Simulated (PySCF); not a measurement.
**Exercise with solution: entropy of an ideal gas**

ClH2InO, SMILES [OH][InH][Cl].

Geometry optimised at B3LYP-D3(BJ)/def2-TZVP. The def2 effective core potentials stand for the cores of In; spin–orbit coupling is left out. One conformer was computed; it need not be the lowest.

PySCF 2.14.0 with B3LYP-D3(BJ)/def2-TZVP gives the harmonic wavenumbers 125, 312, 349, 381, 434, 600, 806, 1858, 3821 cm⁻¹ and the rotational temperatures 0.5037, 0.1325, 0.1049 K. The molar mass is 168.28 g/mol, the symmetry number 1, the spin multiplicity 1.

Work out the entropy at 298.15 K and 1 atm in the rigid-rotor, harmonic-oscillator model.


Translation (Sackur–Tetrode at 1 atm): S = R[1.5 ln M + 2.5 ln T − 1.16487] = 172.7 J/(mol K).
Rotation: q = (√π/σ) T^1.5/√(θA θB θC) = 109000, S = R[ln q + 3/2] = 108.9 J/(mol K).
Vibration: with u = 1.4388 ν/T, each mode gives R[u/(e^u − 1) − ln(1 − e^−u)]:
| ν (cm⁻¹) | modes | u | S (J/(mol K)) |
|---|---|---|---|
| 125 | 1 | 0.60 | 12.64 |
| 312 | 1 | 1.51 | 5.66 |
| 349 | 1 | 1.68 | 4.90 |
| 381 | 1 | 1.84 | 4.33 |
| 434 | 1 | 2.09 | 3.54 |
| 600 | 1 | 2.90 | 1.88 |
| 806 | 1 | 3.89 | 0.85 |
| 1858 | 1 | 8.97 | 0.01 |
The stiffer modes add less than 0.005 each. Sum 33.8 J/(mol K).
Spin: R ln 1 = 0.0 J/(mol K).
Total 315.4 J/(mol K); the program's own thermochemistry gives 315.4. Translation makes up 55 % and vibration 11 %. Anharmonicity, hindered rotation and orbital degeneracy are left out.
